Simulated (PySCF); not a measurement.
Compound: C7H9FOSi.
SMILES with atom numbers: `[CH3:1][c:2]1[cH:3][cH:4][cH:5][c:6]([O:7][SiH3:8])[c:9]1[F:10]` (hydrogens: H11, H12, H13 on C1; H14 on C3; H15 on C4; H16 on C5; H17, H18, H19 on Si8)

Theory: PySCF 2.14.0, PBE0-D3(BJ)/def2-SVP geometry optimisation, gas phase.

Q: Give the optimised bond lengths and angles.

A: 
| bond | length (Å) | order |
| --- | --- | --- |
| C1–C2 | 1.498 | single |
| C2–C3 | 1.399 | aromatic |
| C3–C4 | 1.394 | aromatic |
| C4–C5 | 1.391 | aromatic |
| C5–C6 | 1.397 | aromatic |
| C6–O7 | 1.343 | single |
| O7–Si8 | 1.684 | single |
| C6–C9 | 1.398 | aromatic |
| C9–F10 | 1.347 | single |
| C2–C9 | 1.392 | aromatic |
| C1–H11, C1–H12, C1–H13 | 1.100 | single |
| C3–H14 | 1.092 | single |
| C4–H15 | 1.092 | single |
| C5–H16 | 1.091 | single |
| Si8–H17, Si8–H18, Si8–H19 | 1.489 | single |

Bonds in one row agree within 0.01 Å and their mean is given. Orders are formal, as drawn. A selection of angles:
| angle | degrees |
| --- | --- |
| C1–C2–C3 | 122.9 |
| C1–C2–C9 | 119.9 |
| C3–C2–C9 | 117.3 |
| C2–C3–C4 | 120.8 |
| C3–C4–C5 | 120.6 |
| C4–C5–C6 | 120.0 |
| C5–C6–O7 | 119.3 |
| C5–C6–C9 | 118.1 |
| O7–C6–C9 | 122.6 |
| C6–O7–Si8 | 133.5 |
| C6–C9–F10 | 117.7 |
| C2–C9–C6 | 123.2 |
| C2–C9–F10 | 119.1 |

Dihedral angles: C5–C6–O7–Si8 175° (antiperiplanar). The mirror-image conformer, all signs reversed, is as good.

Of the pairs four or more bonds apart, Si8···F10 is among the closest relative to their van der Waals radii: 2.83 Å, 79 % of the sum of Bondi's values. The 6-membered ring C2–C3–C4–C5–C6–C9 has internal angles of 117.3° to 123.2°; it is planar, 0.00 Å rms from its mean plane, widest ring torsion 0°. The 7 C–C bonds span 1.391 Å (C4–C5, aromatic) to 1.498 Å (C1–C2, drawn single), a spread of 0.107 Å. Si8 (oxygen-bound silicon) is distorted tetrahedral (angles from 103.3° to 111.7°).

PBE0-D3(BJ)/def2-SVP frequencies: not computed here. One conformer, not necessarily the lowest.
